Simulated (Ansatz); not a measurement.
One change: `[SH][Ga]([SH])[SH]` becomes `C[O][Ga]([SH])[SH]`.

Ansatz, PBE0-D4/def2-TZVP geometries, multiplicity 1. Each molecule was computed in one conformer, which needn't be the lowest.

Scalar relativity is left out up to krypton.

| property | `[SH][Ga]([SH])[SH]` |
| --- | --- |
| HOMO–LUMO gap (PBE/def2-TZVPP) / eV | 4.59 |
| LUMO energy (B3LYP/def2-TZVPP) / eV | -1.24 |
| HOMO–LUMO gap (PBE0/def2-TZVPP) / eV | 6.71 |
| LUMO energy (ωB97M-V/def2-TZVPP) / eV | 0.92 |
| HOMO energy (B3LYP/def2-TZVPP) / eV | -7.40 |
| LUMO energy (PBE0/def2-TZVPP) / eV | -0.96 |

(1) Give the same properties after the change, and the shifts. (An estimate is asked.)

Answers

(1) Ansatz gave: 
```
                             property  `C[O][Ga]([SH])[SH]`  shift
  HOMO–LUMO gap (PBE/def2-TZVPP) / eV                  4.68   0.09
  LUMO energy (B3LYP/def2-TZVPP) / eV                 -1.06   0.18
 HOMO–LUMO gap (PBE0/def2-TZVPP) / eV                  6.91   0.20
LUMO energy (ωB97M-V/def2-TZVPP) / eV                  1.08   0.16
  HOMO energy (B3LYP/def2-TZVPP) / eV                 -7.40   0.00
   LUMO energy (PBE0/def2-TZVPP) / eV                 -0.76   0.20
```

B3LYP here is the variant with VWN-RPA as its local correlation; programs differ in this.
